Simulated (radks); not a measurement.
Q: The terbium ion Tb3+, configuration [Xe] 4f8 (the NIST ground configuration). Calculated with a radial shooting solver on a logarithmic mesh with Libxc functionals: Dirac Kohn-Sham, BLYP, spin-unpolarised, spherical densities, finite nucleus; open shells fill j = l - 1/2 first; Fermi nuclear charge, rms radius 5.06 fm.

Spin-orbit splittings of the eigenvalues, e(l+1/2) - e(l-1/2), with zeta = 2 splitting/(2l+1) and mean radii in bohr:

| shell | occ. | splitting (eV) | zeta (eV) | <r> j=l-1/2 | <r> j=l+1/2 |
|---|---|---|---|---|---|
| 2p | 6 | 746.8 | 497.9 | 0.07589 | 0.08284 |
| 3p | 6 | 154.1 | 102.7 | 0.2286 | 0.2418 |
| 3d | 10 | ? | ? | 0.2141 | 0.2182 |
| 4p | 6 | 34.45 | 22.97 | 0.5520 | 0.5821 |
| 4d | 10 | 6.243 | 2.497 | 0.6157 | 0.6263 |
| 4f | 8 | 0.8490 | 0.2426 | 0.8242 | 0.8358 |
| 5p | 6 | 4.834 | 3.223 | 1.446 | 1.535 |

Estimate the 3d splitting.

A: 33.62 eV (zeta = 13.45 eV).
